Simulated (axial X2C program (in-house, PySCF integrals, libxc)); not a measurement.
# Worked dissociation energy of TiBr⁺: HF, without spin–orbit coupling

All values were computed with an in-house all-electron X2C program for linear molecules (integrals from PySCF). Spin-free means the one-electron spin-free X2C Hamiltonian. Basis: Br dyall-cv3z [8s9p6d4f1g], Ti dyall-cv3z [10s10p6d4f2g] (cores contracted in-house); Gaussian nuclei, density fitting, unrestricted open shells. Masses: Br 78.918 u, Ti 47.948 u.

Molecular state: M_S = 1, Λ = 2 (beyond evenly filled blocks: σα, δ+α).

```
E(Br) (2M_S = 1, M_L = 0)  : -2604.502930 hartree
E(Ti+) (2M_S = 3, M_L = 2) : -852.554704 hartree
E(TiBr⁺) at Re             : -3457.133663 hartree
ωe                         : 341.6 cm⁻¹
ωexe                       : 0.689 cm⁻¹
```

Work out De and D0.

De = -2604.502930 + (-852.554704) − (-3457.133663) = 0.07603 hartree = 2.069 eV. The zero-point energy is ωe/2 − ωexe/4 = 171 cm⁻¹ = 0.021 eV, so D0 = 2.048 eV.

One determinant describes the state; a PBE0 search over occupations chose it and may have missed a lower one. De is counted from the lowest determinant-based energies of the atoms at the same level, without counterpoise correction. Other states lie close and PBE0, whose exact exchange favours high spin, may order them wrongly; the determinant shown need not be the ground state. The nearest other spin-free determinant of the search, M_S = 1, Λ = 3, lies 0.19 eV up at the distance of the search. Spin-free De lacks the spin–orbit lowering of the heavy p-block atom, a tenth of an eV or more for 4p and 5p, up to an eV for 6p and one to two eV for 7p atoms, less what an open-shell molecule gains itself.

Hartree–Fock lacks correlation and underbinds, often by eV.

Each atomic determinant is the lowest at this level and need not be a pure term. Totals compare only within one Hamiltonian and basis.
